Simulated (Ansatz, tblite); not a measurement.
Forces on SiAu4 at its r2SCAN-D4/def2-SVP geometry. Charge 0, multiplicity 1.

In the def2 sets Au takes a core potential; there is no spin–orbit coupling. The xTB rows come from tblite. The structure comes from a short search, and lower isomers may exist.

GFN1-xTB (tblite), largest force 0.48 eV/Å:

```xyz
5
positions Å, forces eV/Å
Au    1.286   -0.981   -1.155    0.039    0.125   -0.008
Au   -1.016    0.504   -1.632    0.098    0.087    0.005
Au   -0.959    1.433    0.987    0.096    0.064   -0.062
Au    1.342   -0.052    1.465    0.038    0.101   -0.074
Si   -0.653   -0.905    0.335   -0.272   -0.377    0.139
```

GFN2-xTB (tblite), largest force 0.78 eV/Å:

```
Au 0.540 -0.320 -0.469
Au -0.350 0.254 -0.653
Au -0.328 0.614 0.360
Au 0.562 0.039 0.545
Si -0.423 -0.586 0.217
```

PBE-D4/def2-TZVP (Ansatz), largest force 0.13 eV/Å:

```
Au -0.051 0.009 0.040
Au 0.015 -0.034 0.054
Au 0.013 -0.060 -0.021
Au -0.052 -0.018 -0.035
Si 0.075 0.103 -0.038
```
